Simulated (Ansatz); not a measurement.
`[H]/C=C/c1ccc(/C=C/c2ccc(/C=C/c3ccccc3)cc2)cc1` with charge +1. Charge 1, multiplicity 2. Geometry PBE-D4/def2-SVP.

```xyz
44

H    -9.064    5.135    1.522
C    -8.020    4.790    1.523
C    -7.655    3.681    0.829
C    -6.316    3.114    0.742
C    -5.185    3.678    1.397
C    -3.933    3.095    1.281
C    -3.729    1.916    0.501
C    -2.405    1.361    0.416
C    -2.025    0.251   -0.316
C    -0.703   -0.302   -0.403
C     0.425    0.221    0.308
C     1.676   -0.352    0.187
C     1.894   -1.489   -0.656
C     3.173   -2.124   -0.822
C     4.349   -1.767   -0.193
C     5.640   -2.396   -0.353
C     5.871   -3.488   -1.239
C     7.140   -4.054   -1.349
C     8.210   -3.550   -0.581
C     8.004   -2.472    0.300
C     6.735   -1.901    0.411
C     0.769   -2.009   -1.366
C    -0.486   -1.439   -1.241
C    -4.863    1.351   -0.155
C    -6.115    1.936   -0.034
H    -7.304    5.387    2.109
H    -8.434    3.138    0.266
H    -5.300    4.587    2.004
H    -3.071    3.547    1.796
H    -1.635    1.898    0.995
H    -2.792   -0.276   -0.908
H     0.301    1.093    0.966
H     2.515    0.082    0.750
H     3.186   -2.978   -1.519
H     4.331   -0.921    0.514
H     5.049   -3.891   -1.846
H     7.307   -4.895   -2.037
H     9.210   -4.001   -0.672
H     8.839   -2.080    0.898
H     6.569   -1.058    1.099
H     0.911   -2.883   -2.020
H    -1.337   -1.861   -1.797
H    -4.755    0.441   -0.761
H    -6.979    1.484   -0.546
```

Single mean-field runs in def2-TZVP are fitted with def2-universal-jkfit.

(1) Estimate the α-spin orbital energies around the gap (eV) in Ansatz with PBE-D4/def2-TZVP, PBE0-D4/def2-TZVP.

Answers

(1) 
```csv
orbital,PBE-D4/def2-TZVP,PBE0-D4/def2-TZVP
HOMO−5,-9.71,-10.80
HOMO−4,-9.51,-10.52
HOMO−3,-9.48,-10.49
HOMO−2,-9.20,-10.15
HOMO−1,-8.67,-9.51
HOMO,-8.01,-8.79
LUMO,-6.23,-5.69
LUMO+1,-5.31,-4.53
LUMO+2,-4.57,-3.71
LUMO+3,-4.32,-3.39
LUMO+4,-4.24,-3.30
LUMO+5,-4.03,-3.05
β HOMO,-8.51,-9.07
β LUMO,-7.77,-7.42
```
